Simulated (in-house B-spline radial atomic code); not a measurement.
Whole-atom quantities along the 66-electron series, configuration [Kr] 4d10 4f14 5s2 5p4. Computed with a B-spline radial code for spherical atoms: non-relativistic Hartree-Fock, average of the configuration, point nuclei.

This level leaves out relativity, spin-orbit splitting included, which matters for heavy ions.

| ion | Z | E/Z² (Eh) | Σ<r²> (bohr²) | n(0)/Z³ (bohr⁻³) | Lamb diamagnetic shielding (ppm) | repulsion over attraction |
| --- | --- | --- | --- | --- | --- | --- |
| W8+ | 74 | -2.7887 | 20.778 | 0.7158 | 8656.63 | 0.15371 |
| Re9+ | 75 | -2.8022 | 19.372 | 0.71619 | 8804.85 | 0.15261 |
| Os10+ | 76 | -2.8156 | 18.131 | 0.71657 | 8952.88 | 0.15148 |
| Ir11+ | 77 | -2.8287 | 17.026 | 0.71695 | 9100.74 | 0.15035 |
| Pt12+ | 78 | -2.8416 | 16.035 | 0.71732 | 9248.46 | 0.1492 |
| Au13+ | 79 | -2.8543 | 15.14 | 0.71769 | 9396.06 | 0.14805 |
| Hg14+ | 80 | -2.8667 | 14.329 | 0.71805 | 9543.55 | 0.14689 |
| Tl15+ | 81 | -2.8789 | 13.589 | 0.7184 | 9690.95 | 0.14574 |

Q: With what power of Z does the column «Σ<r²> (bohr²)» change over this range?

A: A fit of the logarithm of its size against log Z from Z = 74 to 81 has slope -4.69. Unscreened non-relativistic hydrogenic orbitals would give -2.
